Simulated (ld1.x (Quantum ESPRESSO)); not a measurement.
Configuration tests for neodymium (Nd) (RRKJ)

* Element: neodymium
* Generator: ld1.x (Quantum ESPRESSO) 7.5
* Type: norm-conserving RRKJ (Kleinman–Bylander form)
* Functional: PBE
* Relativity: scalar-relativistic
* Frozen core: [Kr] 4d10
* Valence charge: 14
* Reference configuration: 4f4 5s2 5p6 5d0 6s2 6p0
* Partial waves: 5p (bound): rc 2.70 bohr; 5d (bound, empty): rc 2.45 bohr; 4f (bound): rc 0.95 bohr; 5s (bound): rc 2.10 bohr
* Local potential: the s channel
* Core correction: none

Occupied shells without a wave of their own: 6s. They enter only through the test configuration that unscreens the potential.

Energies are relative to the spin-unpolarised reference configuration 4f4 5s2 5p6 5d0 6s2 6p0; without spin polarisation the order of configurations can differ from experiment.

```csv
valence configuration,charge,ΔE all-electron (eV),error AE − PS (meV)
4f4 5s2 5p6 5d0 6s1 6p0,+1,5.798,-489
4f4 5s2 5p6 5d0 6s0 6p0,+2,16.585,-1334
4f3 5s2 5p6 5d0 6s0 6p0,+3,39.034,-2242
4f5 5s2 5p6 5d0 6s0 6p0,+1,8.360,-666
4f3 5s2 5p6 5d0 6s2 6p0,+1,8.186,+272
```

**Question.** What are ΔE and the potential's error for 4f4 5s2 5p6 5d0 6s0 6p2?

**Answer.** ΔE = 4.764 eV all-electron; the error (AE − PS) is -796 meV.

**Question.** What are ΔE and the potential's error for 4f4 5s1 5p6 5d0 6s2 6p0?

**Answer.** ΔE = 45.703 eV all-electron; the error (AE − PS) is +87 meV.

Levels in the configuration 4f4 5s2 5p6 5d0 6s0 6p2:

```
level  all-electron (eV)  pseudo (eV)
   4f             -4.027       -4.618
   5s            -42.835      -43.348
   5p            -24.427      -24.887
   6p             -2.231       -2.403
```

The 6s level has no wave, so the channel is fitted at the deeper level alone: the likely source of the large errors.

The potential misses its own reference levels by up to 0.4 eV.
